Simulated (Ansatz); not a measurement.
Relaxation of GeH6O (8 atoms, charge 0, multiplicity 1), to a largest force component of 0.02 eV/Å in at most 40 steps.

Method: RKS BLYP/def2-SVP in Ansatz 0.2.0.

```xyz
8
Properties=species:S:1:pos:R:3:forces:R:3
O 0.166 -0.100 -2.260 -0.63 0.16 -1.18
H 0.383 0.638 -1.686 0.36 0.32 0.55
H 0.350 -0.906 -1.774 0.33 -0.47 0.59
Ge -0.191 0.074 1.144 -0.03 -0.05 -0.06
H -0.243 0.118 2.624 -0.06 0.04 1.28
H 0.363 -1.241 0.719 0.42 -1.01 -0.33
H 0.716 1.153 0.663 0.71 0.85 -0.41
H -1.544 0.264 0.570 -1.11 0.15 -0.44
```

Question: Where does it end, and by what steps?

Answer: It converged. After 7 steps the energy has fallen by 0.257 eV; H2 moved furthest, 0.35 Å.

| step | energy less start (eV) | largest force component (eV/Å) | accepted |
| --- | --- | --- | --- |
| 0 | 0.0000 | 1.277 | yes |
| 1 | -0.1270 | 1.896 | yes |
| 2 | -0.0019 | 4.014 | no |
| 3 | -0.2233 | 0.780 | yes |
| 4 | -0.2469 | 0.390 | yes |
| 5 | -0.2535 | 0.125 | yes |
| 6 | -0.2571 | 0.024 | yes |
| 7 | -0.2572 | 0.002 | yes |

```xyz
8
Properties=species:S:1:pos:R:3
O -0.032 -0.102 -2.083
H 0.567 0.666 -1.985
H 0.572 -0.856 -1.932
Ge -0.231 0.058 1.184
H -0.236 0.149 2.737
H 0.304 -1.342 0.783
H 0.723 1.156 0.643
H -1.666 0.271 0.653
```

Whether the end is a true minimum wasn't checked by a vibrational analysis.

Run time: 15 s on 1 CPU thread of a shared host.
